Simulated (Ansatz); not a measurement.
Steps of a relaxation of ClFGaHSe (`[F][Ga]([Cl])[SeH]`) with RKS PBE0-D4/def2-TZVP.

```sh
$ ansatz run in.yaml --threads 4 --pin off --events-out ev --progress --plain --max-ram 10444MiB
```

```yaml
crystal:
  periodic: [false, false, false]
  atoms:
    - {symbol: F, position_ang: [-0.635423, -1.738857, 1.409364]}
    - {symbol: Ga, position_ang: [0.051296, -0.467865, 0.400125]}
    - {symbol: Cl, position_ang: [2.180422, -0.205893, 0.527223]}
    - {symbol: Se, position_ang: [-1.357991, 0.781343, -0.944438]}
    - {symbol: H, position_ang: [-0.188304, 1.557573, -1.433673]}
basis:
  gaussian: {orbitals: def2-TZVP}
hamiltonian: {xc: pbe0, dispersion: d4}
relax: {f_tol: 0.005, max_steps: 150}
```

Positions (Å) and forces (eV/Å) along the path, 6 of 6 steps:

```xyz
5
step=1 energy=-132967.7823 eV
F    -0.635   -1.739    1.409    0.212    0.396   -0.314
Ga    0.051   -0.468    0.400    0.067   -0.185    0.174
Cl    2.180   -0.206    0.527   -0.455   -0.059   -0.024
Se   -1.358    0.781   -0.944    0.456    0.023    0.058
H    -0.188    1.558   -1.434   -0.280   -0.175    0.107
5
step=2 energy=-132967.7991 eV
F    -0.630   -1.726    1.399    0.092    0.182   -0.146
Ga    0.053   -0.464    0.397   -0.007   -0.172    0.151
Cl    2.159   -0.206    0.524   -0.068   -0.014    0.001
Se   -1.342    0.774   -0.935    0.030    0.030   -0.021
H    -0.190    1.549   -1.426   -0.046   -0.026    0.015
5
step=3 energy=-132967.8006 eV
F    -0.631   -1.717    1.391    0.012    0.013   -0.009
Ga    0.060   -0.463    0.397   -0.018   -0.021    0.015
Cl    2.161   -0.211    0.529    0.006   -0.002    0.003
Se   -1.342    0.771   -0.932    0.000   -0.001    0.001
H    -0.197    1.547   -1.426    0.000    0.010   -0.009
5
step=4 energy=-132967.8006 eV
F    -0.629   -1.719    1.393   -0.007   -0.004    0.003
Ga    0.059   -0.465    0.399    0.006    0.013   -0.011
Cl    2.161   -0.214    0.532    0.008   -0.001    0.002
Se   -1.340    0.771   -0.932   -0.011   -0.002    0.000
H    -0.201    1.554   -1.432    0.005   -0.006    0.006
5
step=5 energy=-132967.8007 eV
F    -0.630   -1.717    1.391    0.002    0.002   -0.001
Ga    0.061   -0.464    0.398   -0.015    0.000   -0.004
Cl    2.162   -0.214    0.532    0.006    0.001    0.001
Se   -1.342    0.771   -0.932    0.011   -0.002    0.004
H    -0.200    1.550   -1.430   -0.004    0.000   -0.001
5
step=6 energy=-132967.8007 eV
F    -0.630   -1.717    1.391    0.000    0.000    0.000
Ga    0.060   -0.464    0.398    0.001    0.000    0.000
Cl    2.162   -0.215    0.532    0.000    0.000    0.000
Se   -1.342    0.771   -0.932    0.000    0.000    0.000
H    -0.201    1.551   -1.430    0.000    0.000    0.000
```

Run time 19 s (4 threads of an AMD EPYC 7B13 on a shared host); peak host memory 0.54 GiB.
